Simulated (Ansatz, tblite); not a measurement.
Removing and adding an electron: CuTe₂ (the lowest doublet isomer of a short search). The state is a doublet with charge 0. Geometry: PBE-D4/def2-TZVP. Ansatz, gas phase; energy differences of separate SCF runs; the oxidised species was run as a singlet alone; the reduced species was run as a singlet alone.

```xyz
3

Cu    0.288   -1.198   -0.544
Te   -1.364    0.086    0.754
Te    1.076    1.111   -0.210
```

In the def2 sets Te takes a core potential; there is no spin–orbit coupling. The xTB rows come from tblite. The structure comes from a short search, and lower isomers may exist.

```tsv
level	−HOMO (eV)	vertical IE (eV)	−LUMO (eV)	vertical EA (eV)	HOMO–LUMO gap (eV)	IE − EA (eV)	remarks
GFN1-xTB	–	12.97	–	6.30	–	6.67	–
GFN2-xTB	–	12.41	–	5.18	–	7.22	–
PBE-D4/def2-TZVPD	4.97	–	4.43	2.01	0.54	–	HOMO above zero (-1 singlet)
r2SCAN-D4/def2-TZVPD	5.11	–	4.32	2.04	0.79	–	HOMO above zero (-1 singlet)
PBE0-D4/def2-TZVPD	5.91	–	3.77	2.11	2.15	–	–
```

Relaxing the reduced species (PBE-D4/def2-TZVPD) changes its energy by -0.11 eV at PBE-D4/def2-TZVPD, so the adiabatic electron affinity to this nearest minimum is 2.12 eV. At PBE0-D4/def2-TZVPD it is 2.12 eV. The highest occupied level of the relaxed charge -1 singlet lies above zero (up to 0.10 eV). By energy differences its removal costs 2.12 eV (each at its own geometry, to the charge 0 doublet, at PBE-D4/def2-TZVPD); the vertical value is larger still, so the positive level points to self-interaction error.  Run but left out: PBE-D4/def2-TZVP, BLYP-D4/def2-TZVP, r2SCAN-D4/def2-TZVP (charge +1 singlet: an occupied level 0.13 to 0.22 eV above an empty one); B97M-V/def2-TZVP, PBE0-D4/def2-TZVP, HSE06-D4/def2-TZVP, BHLYP-D4/def2-TZVP, ωB97X-V/def2-TZVP (charge +1 singlet: restricted singlet whose occupied levels cross empty ones at other levels, untested at these). At PBE0-D4/def2-TZVPD the highest occupied level of the doublet has β spin (-5.76 eV), and emptying it gives a triplet, which wasn't run; the ionisation energy to the singlet shown is then probably not the lowest one.  A HOMO above zero means that the electron is unbound at that level or that self-interaction error raises the level; the energy of removing that electron tells which. HOMO and LUMO are the levels of the spin that leaves or enters (xTB has no such levels and no spin-polarisation term). Other spin states of the ions may lie lower, which would lower the ionisation energy or raise the affinity. Raw xTB energy differences between charge states are shifted by several eV; the methods need an empirical correction for them.
